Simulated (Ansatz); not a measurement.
Abridged output of a molecular run in Ansatz:

```
Functional definition: HF
1202 factors; integrals over basis functions are off by at most 1.0e-3 eV
mean field evaluation 1: about -55125.6835 eV, gradient 3.3e1 eV
mean field evaluation 2: about -55125.8518 eV, gradient 3.3e1 eV
mean field evaluation 4: about -55129.3470 eV, gradient 4.2e0 eV
mean field evaluation 8: about -55129.4257 eV, gradient 3.6e-1 eV
mean field evaluation 16: about -55129.4270 eV, gradient 2.8e-6 eV
mean field -55129.42696361 eV, -2025.9690728448 hartree, gradient 2.8e-6 eV, S^2 0.000000; 0 other end points of the search recorded, 0 dependent functions left out
12 core orbitals not correlated: weight in the atoms' cores, before any rotation towards them, 1.000 or more for the frozen orbitals, at most 0.000 for the correlated occupied ones
reference -55129.42696361 eV, -2025.9690728448 hartree; 14, 14 occupied and 171, 171 virtual orbitals, 1202 factors
second order -17.36163936 eV of doubles, -0.00000000 eV of singles
cycle   1  -17.28771740 eV  change    7.4e-2 eV  update   1.2e-1
cycle   2  -17.90319369 eV  change   -6.2e-1 eV  update   3.7e-2
cycle   3  -18.00410517 eV  change   -1.0e-1 eV  update   1.8e-2
cycle   4  -17.99511296 eV  change    9.0e-3 eV  update   5.3e-3
cycle   5  -17.99595789 eV  change   -8.4e-4 eV  update   2.6e-3
cycle   6  -17.99610837 eV  change   -1.5e-4 eV  update   1.1e-3
cycle   7  -17.99596819 eV  change    1.4e-4 eV  update   4.4e-4
cycle   8  -17.99604168 eV  change   -7.3e-5 eV  update   1.8e-4
cycle   9  -17.99605114 eV  change   -9.5e-6 eV  update   6.4e-5
cycle  10  -17.99599111 eV  change    6.0e-5 eV  update   2.7e-5
cycle  11  -17.99601736 eV  change   -2.6e-5 eV  update   1.2e-5
perturbative correction -0.92348101 eV, -0.0339373010 hartree
Total energy: -55148.34646197 eV, -2026.6643515857 hartree
```

Its atoms:

```xyz
8

C    -0.483   -1.200    0.626
C     0.197   -0.285   -0.038
B     0.889    0.779   -0.691
Ga   -1.312    1.346    0.175
H    -0.024   -1.826    1.390
H    -1.541   -1.406    0.437
H     1.438    0.711   -1.749
H     0.836    1.881   -0.151
```

**Question.** Which basis set was used?
A. def2-SVPD
B. def2-TZVPPD
C. def2-SVP
D. def2-TZVPP

**Answer.** D. It gives 197 functions.

**Question.** Write the keys of the input that set method, charge and spin (a neutral closed shell needs none for the last two).

**Answer.** 
```yaml
correlation: {method: ccsd_t}
```
